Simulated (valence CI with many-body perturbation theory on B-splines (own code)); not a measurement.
Results of a calculation; reference values are marked as such.
**Sb46+: magnetic and hyperfine properties of the levels**

Level of theory: configuration interaction combined with many-body perturbation theory (CI+MBPT): three valence electrons over a frozen Dirac-Fock core [He], a basis of 11 s, 11 p, 10 d, 8 f, 5 g, 2 h functions for each j, with the one-electron correlation potential Σ1, the two-electron term Σ2, the three-electron term Σ3, Breit, model QED; selected CI, second order for the rest, scaled by the run's own slope (own B-spline code, finite nucleus).

The last digits are not significant, and no measured levels were compared; by estimate large intervals hold to a few tenths of a per cent, small ones and those within an open d or f shell to about a per cent.

A/g_I is the dipole constant over the nuclear g factor μ/I (μ in nuclear magnetons, uniformly magnetised nucleus), B/Q the quadrupole constant per barn. Both hold the static response of the core; the bare values leave it out. Large factors of s and p1/2 electrons are usually good to 5 to 10 %; those of open d and f shells near neutrality can be off by tens of per cent, and small factors of p3/2, d and f electrons come from cancelling terms and can be off by a factor of two or in sign, in half-filled shells by more. B is blank for J = 1/2, where it vanishes, and for nearly pure S terms. Energies count from the lowest level.

Levels are named by their leading jj configuration (3d3/2^4 stands for four electrons in 3d with j = 3/2), which in mixed levels can hold well under half, so a name can repeat and another be missing. Letters in brackets count levels of one name in rising energy.

| Level | E (Ry) | g | A/g_I (MHz) | A/g_I bare | B/Q (MHz/b) | B/Q bare |
| --- | --- | --- | --- | --- | --- | --- |
| (2s^2 2p1/2) J=1/2 | 0.00 | 0.644 | 1660000 | 1640000 |  |  |
| (2s 2p1/2^2) J=1/2 | 11.01 | 2.212 | 4900000 | 4840000 |  |  |
| (2s^2 2p3/2) J=3/2 | 20.50 | 1.317 | 258000 | 266000 | 490000 | 491000 |
| (2s 2p1/2 2p3/2) J=3/2 [a] | 28.19 | 1.663 | 1300000 | 1290000 | 388000 | 389000 |
| (2s 2p1/2 2p3/2) J=5/2 | 30.39 | 1.363 | 1500000 | 1490000 | 297000 | 298000 |
| (2s 2p1/2 2p3/2) J=3/2 [b] | 33.84 | 0.959 | 13200 | 26100 | 327000 | 327000 |
| (2s 2p1/2 2p3/2) J=1/2 | 33.93 | 1.201 | -1560000 | -1520000 |  |  |
| (2p1/2^2 2p3/2) J=3/2 | 45.73 | 1.371 | 226000 | 241000 | 444000 | 445000 |
| (2s 2p3/2^2) J=5/2 | 50.03 | 1.403 | 1250000 | 1240000 | 192000 | 193000 |
| (2s 2p3/2^2) J=1/2 | 55.09 | 1.869 | 5110000 | 5030000 |  |  |
| (2s 2p3/2^2) J=3/2 | 55.17 | 1.196 | -700000 | -673000 | -130000 | -130000 |
| (2p1/2 2p3/2^2) J=3/2 | 64.08 | 1.434 | -33800 | -14800 | 71600 | 71700 |
| (2p1/2 2p3/2^2) J=5/2 | 65.46 | 1.183 | 526000 | 533000 | -2150 | -2150 |
| (2p1/2 2p3/2^2) J=1/2 | 68.10 | 0.644 | 1660000 | 1640000 |  |  |
| (2p3/2^3) J=3/2 | 86.86 | 1.282 | 253000 | 265000 | -514000 | -515000 |
| (2s^2 3s) J=1/2 | 335.19 | 1.993 | 1500000 | 1490000 |  |  |
| (2s^2 3p1/2) J=1/2 | 339.03 | 0.670 | 484000 | 480000 |  |  |
| (2s 2p1/2 3s) J=1/2 [a] | 342.71 | 2.398 | 2910000 | 2870000 |  |  |
| (2s 2p1/2 3s) J=3/2 | 343.66 | 1.517 | 2190000 | 2160000 | -28700 | -28700 |
| (2s 2p1/2 3s) J=1/2 [b] | 345.34 | 0.741 | 2550000 | 2520000 |  |  |
| (2s^2 3p3/2) J=3/2 | 345.49 | 1.389 | 626000 | 622000 | 73800 | 73900 |
| (2s 2p1/2 3p1/2) J=1/2 [a] | 345.97 | 0.260 | -323000 | -312000 |  |  |
| (2s 2p1/2 3p1/2) J=3/2 | 347.17 | 1.082 | 2080000 | 2050000 | -66200 | -66300 |
| (2s^2 3d3/2) J=3/2 | 348.26 | 0.850 | 365000 | 361000 | 152 | 368 |
| (2s 2p1/2 3p1/2) J=1/2 [b] | 349.18 | 2.018 | 5100000 | 5040000 |  |  |
| (2s^2 3d5/2) J=5/2 | 349.82 | 1.195 | 32300 | 32100 | 38600 | 39000 |
| (2s 2p1/2 3p3/2) J=3/2 [a] | 352.61 | 1.408 | 279000 | 279000 | 136000 | 136000 |
| (2s 2p1/2 3p3/2) J=1/2 | 353.61 | 1.350 | -1540000 | -1510000 |  |  |
| (2s 2p1/2 3p3/2) J=5/2 | 354.08 | 1.344 | 1370000 | 1360000 | 43900 | 44000 |
| (2s 2p1/2 3p3/2) J=3/2 [b] | 354.30 | 1.245 | 754000 | 749000 | 101000 | 101000 |
| (2s 2p1/2 3d3/2) J=3/2 [a] | 354.86 | 0.551 | -458000 | -450000 | 35700 | 36000 |
| (2s 2p1/2 3d3/2) J=5/2 | 356.20 | 1.042 | 1150000 | 1140000 | -41800 | -41700 |
| (2s 2p1/2 3d3/2) J=1/2 | 357.06 | 0.415 | -1910000 | -1880000 |  |  |
| (2s 2p1/2 3d3/2) J=3/2 [b] | 357.24 | 1.242 | 1190000 | 1180000 | 62400 | 62500 |
| (2s 2p1/2 3d5/2) J=5/2 [a] | 357.28 | 1.341 | 527000 | 520000 | 25600 | 25900 |
| (2p1/2^2 3s) J=1/2 | 357.48 | 1.941 | 880000 | 872000 |  |  |
| (2s 2p1/2 3d5/2) J=7/2 | 358.52 | 1.246 | 973000 | 961000 | -71300 | -71100 |
| (2s 2p1/2 3d5/2) J=3/2 | 359.28 | 1.051 | -1070000 | -1050000 | 6780 | 7010 |
| (2s 2p1/2 3d5/2) J=5/2 [b] | 359.29 | 1.045 | 118000 | 118000 | 103000 | 103000 |
| (2p1/2^2 3p1/2) J=1/2 | 360.14 | 0.637 | 238000 | 237000 |  |  |

Question: Take the isotope of mass number 123, with I = 7/2, μ = 2.5457 μN and Q = -0.692 b. What is the hyperfine structure of (2s 2p1/2 2p3/2) J=3/2 [a]?

Answer: From the table A = 944000 MHz, B = -269000 MHz. Shifts from the centre of gravity in MHz: F = 2: -6520000, F = 3: -3490000, F = 4: 361000, F = 5: 4890000.
